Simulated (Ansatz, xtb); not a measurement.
## C5H6OS: which of two isomers lies lower

Structure X: `C#C/C(S)=C(/C)O`, a singlet. Structure Y: `C#C[C@@H](S)C(C)=O`, a singlet. Both are isolated molecules in the gas phase, relaxed with PBE0-D3(BJ)/def2-SVP; the shapes shown needn't be the lowest conformers.

X (Å):

```xyz
13

C    -2.3798    2.3959   -1.4010
C    -1.9568    1.3010   -1.0771
C    -1.4017    0.0478   -0.7024
C    -0.1011    0.0172   -0.2790
C     0.6520   -1.1889    0.1453
O     0.6222    1.1361   -0.2051
S    -2.4464   -1.3857   -0.6958
H    -2.7809    3.3505   -1.6870
H    -2.5148   -1.5629   -2.0370
H     0.0582   -2.0969   -0.0048
H     0.9267   -1.1012    1.2085
H     1.5908   -1.2504   -0.4265
H     0.0638    1.8795   -0.4917
```

Y (Å):

```tsv
atom	x (Å)	y (Å)	z (Å)
C	-1.9662	0.3427	-0.0373
C	-1.2609	-0.6205	0.1666
C	-0.3843	-1.7649	0.3785
C	0.7324	-1.7213	-0.6955
C	1.7993	-0.6922	-0.4610
O	0.7166	-2.4548	-1.6469
S	-1.2618	-3.3635	0.3817
H	-2.6094	1.1851	-0.2133
H	0.0914	-1.6696	1.3692
H	-1.0783	-3.5430	-0.9474
H	2.4231	-0.5893	-1.3571
H	2.4276	-1.0178	0.3841
H	1.3544	0.2753	-0.1858
```

**Question.** Which of the two would you expect CCSD(T)/def2-SVP + ΔMP2/def2-TZVPP electronic energies to favour?

**Answer.** CCSD(T)/def2-SVP + ΔMP2/def2-TZVPP gives E(Y) − E(X) = −1.93 kJ/mol, slightly favouring structure Y, which is too small a margin to settle the true order.

Level by level:

| level | geometry | E(Y) − E(X) (kJ/mol) | departure from the last row (kJ/mol) | job, with rough time for the two |
| --- | --- | --- | --- | --- |
| PBE0-D3(BJ)/def2-SVP | PBE0-D3(BJ)/def2-SVP | +6.75 | +8.68 | optimisation, 4.6 min |
| HF/def2-SVP | PBE0-D3(BJ)/def2-SVP | −12.84 | −10.91 | part of the CCSD(T) run |
| MP2/def2-SVP | PBE0-D3(BJ)/def2-SVP | −11.34 | −9.41 | part of the CCSD(T) run |
| CCSD(T)/def2-SVP | PBE0-D3(BJ)/def2-SVP | −14.20 | −12.27 | single point |
| CCSD(T)/def2-SVP + ΔMP2/def2-TZVPP | PBE0-D3(BJ)/def2-SVP | −1.93 |  | single point, 4.2 min |

As drawn, Y has 1 C–C, 1 C=O, 1 C–H in place of 1 C=C, 1 C–O, 1 O–H.

The largest departure from CCSD(T)/def2-SVP + ΔMP2/def2-TZVPP is that of CCSD(T)/def2-SVP, 12.27 kJ/mol. No reliable frequencies are at hand for X, so it isn't confirmed as a minimum. Levels run at GFN2-xTB geometries aren't shown. The last row adds to CCSD(T) the change of the MP2 difference between the two basis sets, here +12.27 kJ/mol.

The correlated steps freeze 11 core orbitals. Run with Ansatz 0.2.0, xtb 6.7.1; the last row on 2 threads of AMD EPYC (Zen 3) on a shared host.
